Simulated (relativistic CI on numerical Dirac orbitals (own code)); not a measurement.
**Sc⁺ in a cubic cluster: 2p photoemission with charge transfer**

Computed with a charge-transfer multiplet model of a cubic metal-ligand cluster with up to one ligand hole, Slater and spin-orbit integrals from Dirac-Coulomb-Breit ions, Slater integrals scaled by 0.9. The ground state mixes d2 with configurations of k ligand holes L, whose averages lie at kΔ + k(k − 1)U_dd/2; a core hole lowers each added d electron by U_cd. 300 K, Lorentzian 0.6 eV and Gaussian 0.8 eV FWHM.

Atomic integrals in eV (Slater integrals scaled, ζ unscaled), ground: F2dd 5.299, F4dd 3.246, zeta_d 0.005; with the core hole: F2dd 7.634, F4dd 4.756, zeta_d 0.015, zeta_core 3.008, F2cd 3.955, G1cd 2.758, G3cd 1.561.

Cluster parameters (eV): Δ = 9.2, U_dd = 3.7, U_cd = 4.7, 10Dq(ligand) = 0.2, V(eg) = 2.1, V(t2g) = -1.1, final-state hopping factor = 0.9.

| Case | n_d | d2 | d3L | S |
| --- | --- | --- | --- | --- |
| 10Dq = 0.25 eV | 2.15 | 0.85 | 0.15 | 1.00 |
| 10Dq = 1.15 eV | 2.15 | 0.85 | 0.15 | 1.00 |
| 10Dq = 1.45 eV | 2.14 | 0.86 | 0.14 | 1.00 |
| 10Dq = 1.75 eV | 2.14 | 0.86 | 0.14 | 1.00 |
| 10Dq = 2.05 eV | 2.14 | 0.86 | 0.14 | 1.00 |

Weights, n_d and S are thermal averages at 300 K. Binding energies count from the first peak over 30 % of the highest in each spectrum, which can be another peak from case to case. The parameters are a model scan and need not match a compound or its usual spin state. Peaks in eV (height, largest 100):
- 10Dq = 0.25 eV: 0.0 (100), 2.8 (14), 4.8 (52)
- 10Dq = 1.15 eV: 0.0 (100), 4.8 (52)
- 10Dq = 1.45 eV: 0.0 (100), 4.9 (52)
- 10Dq = 1.75 eV: 0.0 (100), 4.9 (51)
- 10Dq = 2.05 eV: 0.0 (100), 4.9 (50)

For the case 10Dq = 1.15 eV, Δ = 9.2 eV is larger than U_dd = 3.7 eV, the Mott-Hubbard side of the Zaanen-Sawatzky-Allen scheme. With the core hole the average of the configuration with one ligand hole lies at Δ − U_cd = 4.5 eV before mixing: the effective hopping of about 4.2 eV (from the holes of the mixed ground state) is comparable with this gap or larger, so the configurations mix strongly.

With at most 1 ligand hole the space is cut while the next configuration still counts, so covalency is underestimated, and a final configuration with one more ligand hole, which can lie low, is missing from the spectra.
